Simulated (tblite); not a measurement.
C6H11NOSi.
Geometry (GFN2-xTB, Å), atoms numbered from 1 in this order:
```
atom  x, y, z in Å
N1     2.919   -0.944   -1.743
C2     2.561   -0.319   -0.855
C3     2.108    0.466    0.265
C4     0.574    0.462    0.371
C5     0.036   -0.961    0.548
C6    -1.441   -0.961    0.945
Si7   -2.415    0.061   -0.334
O8    -1.418    1.272   -0.771
C9    -0.031    1.134   -0.865
H10    2.548    0.049    1.176
H11    2.477    1.488    0.140
H12    0.287    1.056    1.247
H13    0.171   -1.509   -0.388
H14    0.626   -1.475    1.315
H15   -1.535   -0.524    1.941
H16   -1.793   -1.989    1.022
H17   -2.737   -0.798   -1.478
H18   -3.545    0.802    0.203
H19    0.225    0.553   -1.760
H20    0.378    2.145   -0.984
```

Computed with GFN2-xTB (tblite): harmonic, unscaled wavenumbers at the GFN2-xTB geometry, gas phase. This tight-binding method is rough: wavenumbers can miss measured ones by several per cent, in bad cases by 10 to 20. Modes of hydrogen on silicon can be 10 to 20 % off. One conformer, not necessarily the lowest.

Harmonic wavenumbers (cm⁻¹): 66.7, 71.4, 138.7, 170.8, 224.3, 296.2, 297.9, 384.0, 394.3, 409.9, 466.5, 516.5, 600.8, 656.5, 689.8, 724.0, 761.1, 770.9, 817.8, 884.7, 889.3, 916.7, 938.3, 1023.4, 1048.7, 1080.0, 1096.9, 1134.2, 1144.1, 1179.6, 1198.5, 1237.6, 1258.2, 1297.9, 1311.7, 1322.8, 1347.6, 1365.0, 1428.0, 1483.9, 1487.7, 1503.7, 2228.8, 2347.0, 2413.3, 2895.5, 2923.2, 2930.4, 2935.0, 2951.3, 2963.5, 2967.3, 2974.6, 3006.2.

A = 2769, B = 850.6, C = 785.1 MHz; mass 141.061 u (most abundant isotopes); point group C1, symmetry number 1.

Q: Zero-point energy?

A: ½Σν̃ = 34786 cm⁻¹ = 416.14 kJ/mol.

Q: Entropy at 298.15 K, 1 bar (ideal gas, RRHO, classical rotation)?

A: Translation 170.58, rotation 123.61, vibration 108.99: S = 403.2 J/(mol K).

Q: And Cp and H(298.15 K) − H(0)?

A: Cp = 162.93 J/(mol K), of which vibrations give 129.67 (their classical limit is 54 R = 449.0); H(298.15 K) − H(0) = 28.04 kJ/mol without the zero-point energy, 18.12 from vibrations.

Q: Which modes carry the vibrational entropy at 298.15 K?

A: 66.7 cm⁻¹: 17.78; 71.4 cm⁻¹: 17.21; 138.7 cm⁻¹: 11.81; 170.8 cm⁻¹: 10.15; 224.3 cm⁻¹: 8.05; 296.2 cm⁻¹: 6.02 J/(mol K); the other 48 give 37.98 together.

Q: How do the functions run with temperature in this model?

A: 
```json
{"T (K)": "50", "S (J/(mol K))": "243.8", "Cp (J/(mol K))": "50.2", "H − H(0) (kJ/mol)": "1.98", "G − H(0) (kJ/mol)": "-10.21", "ln q(vib)": "0.32"}
{"T (K)": "100", "S (J/(mol K))": "285.2", "Cp (J/(mol K))": "71.6", "H − H(0) (kJ/mol)": "5.02", "G − H(0) (kJ/mol)": "-23.49", "ln q(vib)": "1.24"}
{"T (K)": "373.15", "S (J/(mol K))": "443.6", "Cp (J/(mol K))": "197.9", "H − H(0) (kJ/mol)": "41.59", "G − H(0) (kJ/mol)": "-123.93", "ln q(vib)": "7.66"}
{"T (K)": "500", "S (J/(mol K))": "508.8", "Cp (J/(mol K))": "248.7", "H − H(0) (kJ/mol)": "70.04", "G − H(0) (kJ/mol)": "-184.38", "ln q(vib)": "10.90"}
{"T (K)": "750", "S (J/(mol K))": "624.1", "Cp (J/(mol K))": "319.2", "H − H(0) (kJ/mol)": "141.72", "G − H(0) (kJ/mol)": "-326.38", "ln q(vib)": "17.27"}
{"T (K)": "1000", "S (J/(mol K))": "722.6", "Cp (J/(mol K))": "364.7", "H − H(0) (kJ/mol)": "227.60", "G − H(0) (kJ/mol)": "-495.04", "ln q(vib)": "23.32"}
```

q(vib) and H(0) count from the zero-point level.

Q: Blend soft modes into free rotors: weight 1/[1 + (100 cm⁻¹/ν̃)⁴] for the oscillator and the rest for a rotor with moment μB/(μ + B), μ = h/(8π²ν), B = 10⁻⁴⁴ kg m². What vibrational entropy results?

A: 102.25 J/(mol K) in place of 108.99, which changes −T·S at 298.15 K by +2.01 kJ/mol.

Q: What must be added to the electronic energy to get the Gibbs energy at 298.15 K and 1 bar?

A: ZPE + [H(298.15 K) − H(0)] − T·S = 416.14 + 28.04 − 120.21 = 323.97 kJ/mol.

Hindered rotation and anharmonicity are outside this model. Other conformers, if any are populated, would add a mixing term that is left out. The structure is chiral; the term R ln 2 for an equal mix with its mirror image is left out.
